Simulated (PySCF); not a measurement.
# Relaxation of triplet OsSCl2

These are results of PySCF, UPBE0, basis Os def2-SVP with ECP60, S def2-SVP, Cl def2-SVP (scalar-relativistic core potentials, no spin–orbit coupling, density fitting), not measurements. A (50,194) grid was used.

A hand-made trigonal pyramidal start, of Cs symmetry, held to at least that symmetry:

```xyz
4
charge 0 multiplicity 3, angstrom
Os   -0.0189   -0.0327   -0.3620
S    -0.9460   -1.6385    0.6239
Cl    1.9942   -0.0328    0.7084
Cl   -1.0255    1.7106    0.7084
```

(1) What does it relax to?

(2) How much energy is released, and in how many steps?

## Answers

(1) It ends at C2v with Os–Cl 2.207 Å (×2), Os–S 2.062 Å; Cl–Os–Cl 133.5°, Cl–Os–S 113.3° (×2) (after a last refinement on a finer grid). The frequency run here used a shortcut that can spoil soft modes, so no verdict on minimum or saddle point is given. Other isomers or separated fragments may lie lower.

(2) 90.1 kJ/mol in 8 steps.

Other spin states or occupations of the open shell can lie lower. Spin–orbit coupling, left out here, can matter for elements this heavy.

The relaxation took 29 s on 2 threads of a shared Arm Neoverse V2 host, with 86 basis functions and 10 gradients; the process peaked at 0.6 GiB. Launch command: `OMP_NUM_THREADS=2 python axn.py task.json out`.
